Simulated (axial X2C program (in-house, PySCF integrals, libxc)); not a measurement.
Spin–orbit effects down a group: molecules with Mo (ions), PBE0

Calculated with an axial X2C code built on PySCF integrals, spin-free (one-electron X2C) or two-component (2c: spin–orbit coupling with atomic mean-field Coulomb and Gaunt terms, which also bring small scalar terms), in Dyall basis sets with cores contracted in-house; open shells are unrestricted.

Basis sets: H dyall-v3z, Li dyall-cv3z, Mo dyall-cv3z, Na dyall-cv3z.

```json
{"molecule": "MoH⁺", "spin-free state": "M_S = 2, Λ = 0", "Re (Å)": "1.665", "ωe (cm⁻¹)": "1943.4", "De (eV)": "1.86", "2c state": "Ω = 2", "Re 2c (Å)": "1.665", "ωe 2c (cm⁻¹)": "1942.2", "De 2c (eV)": "1.85"}
{"molecule": "LiMo⁺", "spin-free state": "M_S = 3, Λ = 0", "Re (Å)": "2.955", "ωe (cm⁻¹)": "221.1", "De (eV)": "0.84", "2c state": "Ω = 3", "Re 2c (Å)": "2.955", "ωe 2c (cm⁻¹)": "220.9", "De 2c (eV)": "0.84"}
{"molecule": "NaMo⁺", "spin-free state": "M_S = 3, Λ = 0", "Re (Å)": "3.286", "ωe (cm⁻¹)": "112.9", "De (eV)": "0.60", "2c state": "Ω = 3", "Re 2c (Å)": "3.287", "ωe 2c (cm⁻¹)": "112.8", "De 2c (eV)": "0.60"}
```

Work out the shifts from the spin-free to the two-component result.



| molecule | 2c state | ΔRe (Å) | Δωe (cm⁻¹) | ΔDe (eV) |
| --- | --- | --- | --- | --- |
| MoH⁺ | Ω = 2 | 0.000 | -1.2 | -0.01 |
| LiMo⁺ | Ω = 3 | 0.000 | -0.2 | 0.00 |
| NaMo⁺ | Ω = 3 | 0.001 | -0.1 | 0.00 |

Shifts of one unit in the last digit are rounding.

Fragments in 2c: Mo+ + H, Mo + Li+, Mo + Na+. Each entry is the lowest single determinant of a limited PBE0 search at one distance. De goes to single-determinant-based atoms at the same level (for ions the charge split of lowest energy) and is withheld (n/a) where an atom does not fit its ground term or J level. Main or longest-lived isotopes. One determinant is a doubtful description, or other states lie close, for MoH⁺, LiMo⁺, NaMo⁺; these need not be ground states, and all values refer to the states named. Some open-shell Ω = 0 determinants are out of reach, so the Ω given for MoH⁺, LiMo⁺, NaMo⁺ need not be the lowest component. With several unpaired electrons the Ω given is that of one determinant, not necessarily of the lowest component.
